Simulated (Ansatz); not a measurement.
`[SiH3]N[AsH2]` → `N[AsH2]` + `[SiH2]`  (silylene loss)

Isolated molecules relaxed with PBE0-D4/def2-TZVP in Ansatz; ΔE leaves out vibrations. CCSD(T)/CBS adds triple-zeta CCSD(T) − MP2 to the extrapolated MP2 energy (def2 sets, frozen cores). This one scheme is used for every species. Functionals use def2-TZVPP. HSE06 is defined as in plane-wave codes. For As outer-core shells are correlated without core-valence functions, which leaves a few kJ/mol of doubt a bond. Scalar relativity is left out up to krypton.

CCSD(T)/CBS gives +291.6 kJ/mol.

Task: Another level gave +296.2 kJ/mol. Which?
A. CCSD(T)/def2-TZVPP
B. HSE06/def2-TZVPP
C. r2SCAN-D4/def2-TZVPP
D. SCS-MP2/def2-TZVPP

Result: D. SCS-MP2/def2-TZVPP 296.2, r2SCAN-D4 307.5, CCSD(T)/def2-TZVPP 284.4, HSE06 289.3 kJ/mol.

Largest T1 diagnostic among the species: 0.014.

In def2-TZVPP, CCSD(T) changes the Hartree–Fock value by +5.7 kJ/mol (the triples alone add +3.5 kJ/mol) and MP2 by +28.7 kJ/mol. The D4 term adds +14.6 kJ/mol with B3LYP and +7.8 kJ/mol with PBE0; it sums over pairs of atoms, weighted by their polarisabilities, and B3LYP, whose exchange is more repulsive, gets the larger term.

B3LYP here is the variant with VWN-RPA as its local correlation; programs differ in this.
